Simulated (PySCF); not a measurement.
CH6OSi2.

```xyz
10

O      2.3327     0.3869    -0.2546
C      1.5865     0.0821     0.6462
Si    -0.0561    -0.8959     0.3129
Si    -1.6412     0.6483    -0.4880
H      1.8191     0.3959     1.7051
H     -0.5312    -1.5240     1.5827
H      0.2212    -1.9462    -0.7067
H     -2.9370    -0.0344    -0.7740
H     -1.1243     1.2787    -1.7362
H     -1.8663     1.7078     0.5391
```

Coordinates come from a B3LYP-D3(BJ)/def2-SVP optimisation. Other conformers were not sampled.

Computed with PBE/pcSseg-1 in PySCF. Non-relativistic, no solvent.

Computed absolute GIAO shielding of each atom: isotropic value and principal components (ppm):
```
atom  σ(iso)      σ11     σ22    σ33    span
----  ------  -------  ------  -----  ------
O1    -611.5  -1668.0  -539.5  373.1  2041.0
C2     -60.8   -179.2   -83.4   80.3   259.5
Si3    426.0    402.2   417.7  458.0    55.7
Si4    446.4    434.5   450.0  454.7    20.3
H5      18.6     12.5    19.4   24.0    11.5
H6      26.8     24.4    24.8   31.1     6.6
H7      27.3     24.8    25.2   31.9     7.1
H8      27.6     24.8    25.2   32.6     7.8
H9      27.6     24.4    25.6   32.8     8.5
H10     27.6     24.6    25.6   32.5     7.9
```
